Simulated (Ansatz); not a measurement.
Harmonic frequencies (cm⁻¹) at PBE0-D4/def2-TZVP from Ansatz: 8, 162, 162, 543, 640, 682, 686, 694, 857, 950, 1041, 1190, 1218, 1426, 1440, 1443, 3051, 3115, 3132, 3136, 3145.

Task: Which molecule is it?
A. `[CH3][Al]1[CH]=[CH]1`
B. `C#[C][AlH][CH3]`
C. `C[C]1=[CH][AlH]1`
D. `C=[C]1[CH2][AlH]1`

Result: A.
